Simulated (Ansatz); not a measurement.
Input for Ansatz (a first-principles code): R-SVWN5/def2-TZVPP on ethylmethylamine (SMILES CCNC), a point of a torsion scan.

Ansatz 0.2 input:
```yaml
crystal:
  periodic: [false, false, false]
  atoms:
    - {symbol: C, position_ang: [1.79595349, 0.54567892, -0.08403943]}
    - {symbol: C, position_ang: [0.54914274, -0.24020268, 0.30553453]}
    - {symbol: N, position_ang: [-0.60023339, 0.11535687, -0.51101314]}
    - {symbol: C, position_ang: [-0.99204197, 1.50798601, -0.43083451]}
    - {symbol: H, position_ang: [2.66622253, 0.11605625, 0.40598732]}
    - {symbol: H, position_ang: [1.71492762, 1.58670934, 0.21581825]}
    - {symbol: H, position_ang: [1.93976520, 0.49846806, -1.16025348]}
    - {symbol: H, position_ang: [0.72976690, -1.30723882, 0.14938230]}
    - {symbol: H, position_ang: [0.35628436, -0.08206001, 1.38393086]}
    - {symbol: H, position_ang: [-1.38396690, -0.47371176, -0.24754393]}
    - {symbol: H, position_ang: [-1.12140777, 1.86753099, 0.60267952]}
    - {symbol: H, position_ang: [-0.23754493, 2.12231488, -0.91918435]}
    - {symbol: H, position_ang: [-1.93275018, 1.63748117, -0.96302409]}
basis:
  gaussian:
    orbitals: def2-TZVPP
hamiltonian:
  xc: {name: SVWN5}
scf: {lower_state_search: off}
```

The head of its log:

```
WARN ansatz: RAYON_NUM_THREADS=1 ignored (pool sized by the plan → 1); use --threads N
Functional definition: SVWN5
these checks for a lower state are left out or cut short: stability, starts, cluster_reference, orbital_swaps, neighbouring_geometries, increment
integrals: 0.14 GiB planned
1226 factors; their error is unknown
mean field: 1.25 GiB planned
mean field evaluation 1: about -4687.9517 eV, gradient 8.9e1 eV
mean field evaluation 2: about -4640.2972 eV, gradient 1.6e2 eV
```

Problem. Predict the final total energy.

Solution. -172.9505 hartree.
